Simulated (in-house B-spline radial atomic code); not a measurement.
Whole-atom quantities along the 25-electron series, configuration [Ar] 3d7. Computed with a radial B-spline atomic code at the basis-set limit: non-relativistic Hartree-Fock, average of the configuration, point nuclei.

This level leaves out relativity, spin-orbit splitting included, which matters for heavy ions.

```json
{"ion": "Co2+", "Z": "27", "E/Z² (Eh)": "-1.8937", "Σ<r²> (bohr²)": "15.635", "n(0)/Z³ (bohr⁻³)": "0.67875", "Lamb diamagnetic shielding (ppm)": "2153.57", "repulsion over attraction": "0.15715"}
{"ion": "Ni3+", "Z": "28", "E/Z² (Eh)": "-1.9193", "Σ<r²> (bohr²)": "12.804", "n(0)/Z³ (bohr⁻³)": "0.68034", "Lamb diamagnetic shielding (ppm)": "2255.72", "repulsion over attraction": "0.15424"}
{"ion": "Cu4+", "Z": "29", "E/Z² (Eh)": "-1.9437", "Σ<r²> (bohr²)": "10.827", "n(0)/Z³ (bohr⁻³)": "0.68186", "Lamb diamagnetic shielding (ppm)": "2357.47", "repulsion over attraction": "0.15117"}
{"ion": "Zn5+", "Z": "30", "E/Z² (Eh)": "-1.967", "Σ<r²> (bohr²)": "9.3439", "n(0)/Z³ (bohr⁻³)": "0.68332", "Lamb diamagnetic shielding (ppm)": "2458.96", "repulsion over attraction": "0.14804"}
{"ion": "Ga6+", "Z": "31", "E/Z² (Eh)": "?", "Σ<r²> (bohr²)": "?", "n(0)/Z³ (bohr⁻³)": "?", "Lamb diamagnetic shielding (ppm)": "?", "repulsion over attraction": "?"}
{"ion": "Ge7+", "Z": "32", "E/Z² (Eh)": "?", "Σ<r²> (bohr²)": "?", "n(0)/Z³ (bohr⁻³)": "?", "Lamb diamagnetic shielding (ppm)": "?", "repulsion over attraction": "?"}
{"ion": "As8+", "Z": "33", "E/Z² (Eh)": "?", "Σ<r²> (bohr²)": "?", "n(0)/Z³ (bohr⁻³)": "?", "Lamb diamagnetic shielding (ppm)": "?", "repulsion over attraction": "?"}
{"ion": "Se9+", "Z": "34", "E/Z² (Eh)": "-2.0502", "Σ<r²> (bohr²)": "5.8266", "n(0)/Z³ (bohr⁻³)": "0.68856", "Lamb diamagnetic shielding (ppm)": "2863.58", "repulsion over attraction": "0.13581"}
{"ion": "Br10+", "Z": "35", "E/Z² (Eh)": "-2.0688", "Σ<r²> (bohr²)": "5.2778", "n(0)/Z³ (bohr⁻³)": "0.68973", "Lamb diamagnetic shielding (ppm)": "2964.54", "repulsion over attraction": "0.13292"}
{"ion": "Kr11+", "Z": "36", "E/Z² (Eh)": "-2.0865", "Σ<r²> (bohr²)": "4.8069", "n(0)/Z³ (bohr⁻³)": "0.69085", "Lamb diamagnetic shielding (ppm)": "3065.45", "repulsion over attraction": "0.13012"}
```

**Question.** Fill in the row of Ga6+.

**Answer.** E/Z² (Eh): -1.9893; Σ<r²> (bohr²): 8.1823; n(0)/Z³ (bohr⁻³): 0.68472; Lamb diamagnetic shielding (ppm): 2560.28; repulsion over attraction: 0.14491.

**Question.** Fill in the row of Ge7+.

**Answer.** E/Z² (Eh): -2.0105; Σ<r²> (bohr²): 7.2453; n(0)/Z³ (bohr⁻³): 0.68605; Lamb diamagnetic shielding (ppm): 2661.47; repulsion over attraction: 0.14182.

**Question.** Fill in the row of As8+.

**Answer.** E/Z² (Eh): -2.0308; Σ<r²> (bohr²): 6.4732; n(0)/Z³ (bohr⁻³): 0.68733; Lamb diamagnetic shielding (ppm): 2762.56; repulsion over attraction: 0.13878.

**Question.** With what power of Z does the column «Σ<r²> (bohr²)» change over this range?

**Answer.** A fit of the logarithm of its size against log Z from Z = 27 to 36 has slope -4.03. Unscreened non-relativistic hydrogenic orbitals would give -2.
